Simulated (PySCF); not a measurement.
Compound: C7H7NO.
Cartesian coordinates in Å at the PBE0-D3(BJ)/def2-SVP level; atoms count from 1:
```xyz
16
C7H7NO angstrom
C     -2.600   -0.010    0.559
C     -1.493   -0.677   -0.215
O     -1.697   -1.665   -0.884
C     -0.116   -0.095   -0.141
C      0.906   -0.698   -0.882
C      2.186   -0.168   -0.818
C      2.398    0.952   -0.010
N      1.439    1.538    0.701
C      0.214    1.024    0.634
H     -2.389   -0.039    1.640
H     -3.540   -0.537    0.357
H     -2.700    1.049    0.274
H      0.660   -1.572   -1.491
H      3.012   -0.607   -1.380
H      3.398    1.396    0.064
H     -0.550    1.531    1.233
```

Linear response at CAM-B3LYP/def2-SVPD (PySCF, frozen core in the response, non-relativistic). The structure is a single PBE0-D3(BJ)/def2-SVP conformer in the gas phase; no vibrational or solvent corrections.

Static isotropic polarisability: 89.40 au (13.25 Å³), principal values 54.2, 94.8, 119.2 au.

Q: What is the polarisability at 1064 nm and at the sodium D line?

A: 90.47 au at 1064 nm (+1.2 %), 93.12 au at 589.3 nm (+4.2 %). The rise at 589.3 nm is 3.47 times that at 1064 nm; a pure ω² law gives 3.26. The lowest singlet lies at 312 nm, shorter than both wavelengths.

Q: What is the isotropic C6 coefficient between two such molecules, C6 = (3/π)∫α(iω)² dω?

A: 3117 au (Eh·bohr⁶) by a ten-point quadrature over imaginary frequencies, which is 1860 eV·Å⁶ or 180 J·nm⁶/mol.

Q: Which effective excitation energy ω̄ makes London's formula C6 = (3/4)α²ω̄ exact here?

A: ω̄ = 4·C6/(3α²) = 0.520 Eh = 14.1 eV. A one-pole form α(ω) = α/(1 − ω²/ω̄²) fitted to the 1064 nm value gives 10.7 eV. London's choice of the ionisation energy (9.78 eV, ΔSCF at the same level) gives C6 = 2160 au, 31 % too low.

Q: What does −C6/R⁶ come to at R = 12 Å between centres?

A: -60 J/mol. This is the leading, orientation-averaged term; C8 and higher terms are left out.

Q: The lowest 6 singlets have (eV, f): 3.97, 0.000; 4.76, 0.001; 5.13, 0.003; 5.31, 0.094; 5.69, 0.167; 6.38, 0.000. What share of the static polarisability do they carry in the sum over states α = Σ f/ω²?

A: 6.43 au, 7.2 % of α; the largest term, 3.82 au, is that of the state at 5.69 eV. Their oscillator strengths add up to 0.27. Higher states carry the rest.

Q: How many electrons N does the Slater–Kirkwood formula C6 = (3/4)·√N·α^(3/2) need to give this C6?

A: N = (4·C6/3)²/α³ = 24.2; the species has 64 electrons in all.

Q: How anisotropic is the static polarisability, by Δα² = ½[(α1 − α2)² + (α2 − α3)² + (α3 − α1)²]?

A: Δα = 56.8 au, or 0.64 of the isotropic value.

Rough CPU time on one thread of a shared machine: about 90 s. This is the whole response run at CAM-B3LYP/def2-SVPD, SCF included.
